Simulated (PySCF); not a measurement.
M06-2X on S²⁺ (sulfur, charge +2)

Configuration: [Ne] 3s2 3p2, high-spin 3P determinant. Calculation: PySCF 2.14, in aug-cc-pVDZ-DK (5s4p2d, 27 functions); scalar relativity by spin-free X2C-1e.

* Total energy: -397.9504 hartree
* One-electron energy: -536.6979 hartree
* Hartree (Coulomb) energy: 163.8021 hartree
* Exchange-correlation energy: -25.0546 hartree
* ⟨S²⟩: 2.0024
* ⟨L²⟩: 2.006
* Sum of ⟨r⟩: 10.48 bohr
* Sum of ⟨r²⟩: 14.99 bohr²
* Traceless quadrupole moment −½Σ⟨3z² − r²⟩ along its main axis: 1.37 e·bohr²
* Langevin diamagnetic susceptibility: -11.9 ×10⁻⁶ cm³/mol
* Time after the integrals: 0.35 s of wall time on 1 thread of Neoverse-V1 (shared host)

| shell | electrons | mean orbital energy (hartree) | spread (hartree) | rms radius, mean of both spins (bohr) |
| --- | --- | --- | --- | --- |
| 1s α | 1 | -91.24410 | 0 | 0.112 |
| 1s β | 1 | -91.22243 | 0 | 0.112 |
| 2s α | 1 | -9.31655 | 0 | 0.518 |
| 2s β | 1 | -9.30784 | 0 | 0.518 |
| 2p α | 3 | -7.19037 | 0.00288 | 0.491 |
| 2p β | 3 | -7.16480 | 0.02615 | 0.491 |
| 3s α | 1 | -1.62557 | 0 | 1.71 |
| 3s β | 1 | -1.49775 | 0 | 1.71 |
| 3p α | 2 | -1.16340 | 0 | 1.89 |

Densities and radii are taken from the X2C orbitals without a picture-change correction, which distorts them close to the nucleus.
